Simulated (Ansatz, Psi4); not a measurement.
# CHBrCl2 (bromodichloromethane): from total energies to a heat of formation

The species is CHBrCl2 (5 atoms), meant as a singlet with charge 0. SMILES: `ClC(Cl)Br`. Geometry: relaxed at PBE0-D4/def2-TZVP.

Total energies at SVWN5/6-31G* (spherical functions) (Psi4 1.11); the atoms run unrestricted:

```tsv
species	state	energy (Eh)
CHBrCl2	singlet	-3526.028670
Cl	doublet	-458.611900
C	triplet	-37.450176
Br	doublet	-2570.237771
H	doublet	-0.476044
```

Harmonic wavenumbers at PBE0-D4/def2-TZVP, in cm⁻¹: 214, 222, 334, 615, 741, 784, 1195, 1235, 3185.

Measured heats of formation of the gaseous atoms at 298.15 K, in kJ/mol: Cl 121.3, C 716.9, Br 111.9, H 218.0. Spin-orbit lowering of the atoms at 298 K (mean of the ground term's levels less their thermal mean, from spectra), in kJ/mol: Cl 3.44, C 0.02, Br 14.69. Take 1 Eh = 2625.50 kJ/mol, 1 cm⁻¹ = 0.0119627 kJ/mol, RT = 2.479 kJ/mol.

What heat of formation follows?


1. Electronic atomisation energy: 2 × (-458.611900) + (-37.450176) + (-2570.237771) + (-0.476044) − (-3526.028670) = 0.640879 Eh = 1682.6 kJ/mol.
2. Zero-point energy: half the sum of the wavenumbers, 4262.5 cm⁻¹ = 51.0 kJ/mol.
3. Thermal vibrational enthalpy, Σ hcν̃/(exp(hcν̃/kT) − 1): 4.8 kJ/mol. Translation, rotation and pV of a non-linear molecule: 4 RT = 9.9 kJ/mol.
4. The 5 free atoms carry 5/2 RT each: 31.0 kJ/mol.
5. Spin-orbit coupling lowers the free atoms by 2 × 3.44 + 0.02 + 14.69 = 21.6 kJ/mol.
6. Atomisation enthalpy at 298 K: 1682.6 − 21.6 − 51.0 − 4.8 − 9.9 + 31.0 = 1626.3 kJ/mol.
7. Sum of the atoms' heats of formation: 1289.4 kJ/mol. Heat of formation: 1289.4 − 1626.3 = -336.9 kJ/mol.

The tabulated value is -51.5 kJ/mol (Active Thermochemical Tables), so this level is off by -285.4 kJ/mol, or 21.3 % of the atomisation enthalpy that the table implies (1340.8 kJ/mol). The LDA overbinds, which puts heats of formation too low. Relativity is left out. Anharmonicity and any spin-orbit splitting of the molecule are left out.
